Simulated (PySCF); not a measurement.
Point-charge models of `s1c2c(scc2F)c(C)c1` against its computed dipole.

Coordinates (GFN2-xTB, Å) and charges (e) from the PBE0/pcSseg-1 density (PySCF):

```tsv
atom	x	y	z	Mulliken	IAO	Hirshfeld	ESP-fitted
C1	-0.501	-2.379	-0.105	-0.0923	-0.4266	-0.1142	-0.5335
C2	0.189	-1.087	-0.375	-0.1660	-0.0083	-0.0160	+0.3253
C3	1.271	-0.908	-1.180	-0.2828	-0.3215	-0.0857	-0.4914
S4	1.835	0.728	-1.279	+0.3521	+0.3336	+0.0997	+0.0715
C5	0.583	1.227	-0.200	-0.3574	-0.2080	-0.0677	+0.0016
C6	0.156	2.440	0.384	+0.4330	+0.2683	+0.0590	+0.2445
F7	0.747	3.623	0.168	-0.2650	-0.2561	-0.0805	-0.1394
C8	-0.925	2.284	1.193	-0.3222	-0.3708	-0.1091	-0.4334
S9	-1.462	0.644	1.270	+0.3289	+0.3298	+0.1032	+0.0873
C10	-0.205	0.152	0.189	-0.2692	-0.1705	-0.0501	-0.1877
H11	-0.480	-2.597	0.961	+0.1375	+0.1576	+0.0472	+0.1718
H12	-1.545	-2.314	-0.412	+0.1376	+0.1576	+0.0473	+0.1729
H13	-0.022	-3.191	-0.645	+0.1209	+0.1552	+0.0526	+0.1473
H14	1.790	-1.660	-1.740	+0.1061	+0.1729	+0.0550	+0.2898
H15	-1.436	3.044	1.748	+0.1387	+0.1870	+0.0594	+0.2734
```

Question: Form Σ q r in debye for every column and set it beside the full dipole.

Answer: The full density gives (-0.68, -2.02, 0.11) D, 2.14 D in size; dipole vectors point from the negative to the positive end.

```tsv
scheme	μx	μy	μz	size (D)	share of the full size (%)	angle to the full dipole (°)
Mulliken	-2.19	-3.89	0.89	4.55	213	14
IAO	-1.16	-2.97	0.28	3.20	150	4
Hirshfeld	-0.41	-1.40	0.03	1.46	68	3
ESP-fitted	-0.69	-2.02	0.11	2.14	100	0
```

Question: Which set comes closest?

Answer: Length of the difference vector: ESP-fitted 0.02 D, Hirshfeld 0.68 D, IAO 1.07 D, Mulliken 2.53 D. Closest: ESP-fitted. 

Question: What is left for the Hirshfeld atoms' own dipoles?

Answer: The Hirshfeld atoms' densities add up to the full density, so μ = Σ q r + Σ (atomic dipoles). The atomic dipoles sum to (-0.68, -2.02, 0.11) − (-0.41, -1.40, 0.03) = (-0.27, -0.62, 0.08) D, 0.68 D in size.

Question: With the origin at the mean of the coordinates, (0.000, 0.001, -0.001) Å, which are the largest single terms, by size, of the Hirshfeld dipole along the direction of the full one?

Answer: F7 +1.41, C1 -1.32, C8 +0.95, H13 +0.76, H15 -0.67 D; all 15 atoms together +1.46 D. The single terms depend on the origin, their sum doesn't.

Question: Give the size of the full dipole in other units.

Answer: 2.14 D = 0.840 au = 0.445 e·Å = 7.12 × 10⁻³⁰ C·m.

Geometry: GFN2-xTB; no solvent, vibrations or thermal averaging.

These values come from a run that also computed NMR shieldings. On an Arm Neoverse N1 with one thread, shared host with 64 logical CPUs at a one-minute load of 56, this took 63 s and 0.92 GiB of memory at its peak.
